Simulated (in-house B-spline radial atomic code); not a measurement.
Ionisation energies along the 5-electron series, configuration 1s2 2s2 2p1/2(1), as differences of self-consistent energies. Dirac energy differences include first-order Breit, QED and recoil terms. NIST's values go from ground level to ground level; the uncertainty of those that are theory runs from under 0.1 % in few-electron ions to several per cent in heavy many-electron ones. Computed with a B-spline radial code for spherical atoms: Dirac-Hartree-Fock, jj configuration that fills j = l - 1/2 first, finite nuclei.

```csv
ion,configuration after,ionisation energy (eV),IE/(q+1)² (eV),-ε less Coulomb ΔSCF (eV),Breit and QED recoil part (eV),tabulated value (eV),computed minus tabulated (eV)
Rh40+,[He] 2s2,6166.8,3.6685,0.7689,-6.1832,6161,6
Pd41+,[He] 2s2,6474.7,3.6705,0.77337,-6.6532,6469,6
Ag42+,[He] 2s2,6790.9,3.6727,0.77797,-7.1485,6785,6
Cd43+,[He] 2s2,7115.4,3.6753,0.78271,-7.6694,7109,6
In44+,[He] 2s2,?,?,?,?,?,?
Sn45+,[He] 2s2,7789.9,3.6814,0.79261,-8.7939,7790,0
Sb46+,[He] 2s2,?,?,?,?,?,?
Te47+,[He] 2s2,8498.7,3.6887,0.8031,-10.034,8499,0
I48+,[He] 2s2,8866.3,3.6927,0.80858,-10.701,8867,-1
Xe49+,[He] 2s2,?,?,?,?,?,?
Cs50+,[He] 2s2,9628.2,3.7017,0.82003,-12.132,9629,-1
```

(1) Fill in the row of In44+.

(2) Fill in the row of Sb46+.

(3) Fill in the row of Xe49+.

(4) How far is this level of theory from the measured and semi-empirical values?

Results:

(1) ionisation energy (eV): 7448.4; IE/(q+1)² (eV): 3.6782; -ε less Coulomb ΔSCF (eV): 0.78759; Breit and QED recoil part (eV): -8.2178; tabulated value (eV): 7442; computed minus tabulated (eV): 6.

(2) ionisation energy (eV): 8140.0; IE/(q+1)² (eV): 3.6849; -ε less Coulomb ΔSCF (eV): 0.79778; Breit and QED recoil part (eV): -9.3993; tabulated value (eV): 8140; computed minus tabulated (eV): 0.

(3) ionisation energy (eV): 9242.7; IE/(q+1)² (eV): 3.6971; -ε less Coulomb ΔSCF (eV): 0.81422; Breit and QED recoil part (eV): -11.399; tabulated value (eV): 9243; computed minus tabulated (eV): 0.

(4) Over those 5 rows the differences run from +5.73 to +6.45 eV (mean absolute value 6.1 eV). The calculation leaves out correlation and, in open shells, the multiplet splittings that an average leaves out.
